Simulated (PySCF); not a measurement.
- GIAO PBE0/pcSseg-1 shieldings
- GFN2-xTB geometry
- code: PySCF 2.14
- single conformer, one averaged value for each set of equivalent atoms, isolated molecule, non-relativistic Hamiltonian

Shifts are taken against calculated references (same method and geometry level): $^{1}$H and $^{13}$C against TMS. Shifts are as computed. Against solution values, carbons near 30 ppm lie about +3 ppm off and those near 130 ppm about +5 ppm. Of 1309 compounds with measured shifts, 239 miss one by over three times the rms of a fit or turn the order of signals round; such compounds aren't used in these exercises.

Q: Order these molecules by the shift of their most shielded carbon-bound hydrogen, lowest δ first.
A. C[C@@H](F)[SiH2]N(C)C
B. O=C(CC([SiH3])[SiH3])C(F)(F)F
C. C=C(C)[Si](C)(C)C
D. CO[C@@H]1[SiH2][C@]1(F)C(F)F

A: C (0.09 ppm, hydrogen on a methyl carbon bonded to Si), B (0.46 ppm, hydrogen on an sp3 CH bonded to 2 Si), A (1.61 ppm, hydrogen on a methyl carbon), D (3.49 ppm, hydrogen on a methyl carbon bonded to O).

Q: Order these molecules by the shift of their most deshielded carbon-bound hydrogen, lowest δ first.
A. O=C(CC([SiH3])[SiH3])C(F)(F)F
B. C=C(C)[Si](C)(C)C
C. CO[C@@H]1[SiH2][C@]1(F)C(F)F
D. C[C@@H](F)[SiH2]N(C)C

A: A (3.28 ppm, hydrogen on an sp3 CH2 α to a carbonyl), D (4.87 ppm, hydrogen on an sp3 CH bonded to F and Si), B (5.96 ppm, hydrogen on a terminal =CH2 carbon), C (6.72 ppm, hydrogen on an sp3 CH bonded to 2 F).

Q: How many $^{13}$C and $^{1}$H signals does each give (equivalence by symmetry and fast rotation, but not about amide C–N or C=N bonds)? `C=C(C)[Si](C)(C)C`, `C[C@@H](F)[SiH2]N(C)C`, `O=C(CC([SiH3])[SiH3])C(F)(F)F`, `CO[C@@H]1[SiH2][C@]1(F)C(F)F`

A: C=C(C)[Si](C)(C)C: 4 C, 4 H; C[C@@H](F)[SiH2]N(C)C: 3 C, 5 H; O=C(CC([SiH3])[SiH3])C(F)(F)F: 4 C, 3 H; CO[C@@H]1[SiH2][C@]1(F)C(F)F: 4 C, 5 H.
